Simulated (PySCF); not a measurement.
Numbering as in the mapped SMILES `[CH3:1][CH2:2][O:3][CH2:4]/[C:5]([SiH3:6])=[CH:7]/[SiH2:8][F:9]`. Each H is labelled by its parent atom.

No solvent, one averaged value for each set of equivalent atoms, one computed conformer, non-relativistic. NMR shieldings at PBE0/pcSseg-1/GIAO; coordinates at the GFN2-xTB level; PySCF.

References, each an isolated molecule treated in the same way: 13C (186.93 ppm) and 1H (31.72 ppm) and 29Si (349.16 ppm) vs TMS; H2O for 17O (336.08 ppm); 19F (170.95 ppm) vs CFCl3.

```tsv
atoms	nucleus	count	Hirshfeld charge	δ (ppm)
C4	13C	1	0.00	?
Si8	29Si	1	0.42	-8.9
H(C1)	1H	3	0.04	1.24
C2	13C	1	0.01	?
C1	13C	1	-0.12	13.7
F9	19F	1	-0.22	-225.8
O3	17O	1	-0.11	48.8
H(C4)	1H	2	0.04	?
Si6	29Si	1	0.29	-86.7
H(Si8)	1H	2	-0.08	5.53
H(Si6)	1H	3	-0.08	4.02
H(C2)	1H	2	0.04	?
H(C7)	1H	1	0.05	6.75
C5	13C	1	-0.08	?
C7	13C	1	-0.15	142.7
```

Problem. Fill in the missing shifts.

Solution. 
- C5: 171.9 ppm, fully substituted alkene carbon
- C4: 77.1 ppm, allylic sp3 CH2 bonded to O; the inductive effect lowers its shielding
- C2: 67.7 ppm, sp3 CH2 bonded to O; pulled downfield by the heteroatom
- H(C4): 4.23 ppm, hydrogen on an allylic sp3 CH2 bonded to O; its carbon carries O, an electronegative neighbour
- H(C2): 3.85 ppm, hydrogen on an sp3 CH2 bonded to O; its carbon carries O, hence the downfield position

Shifts are as computed. Against solution values, carbons near 30 ppm lie about +3 ppm off and those near 130 ppm about +5 ppm. Of 1211 compounds with measured shifts, 218 miss one by over three times the rms of a fit or turn the order of signals round; such compounds aren't used in these exercises. Unscaled 19F shifts against computed CFCl3 carry errors that often reach 10 to 50 ppm. Experimental scales use liquid or dissolved standards, which lie at an offset from isolated H2O (liquid H2O: subtract about 36 ppm).
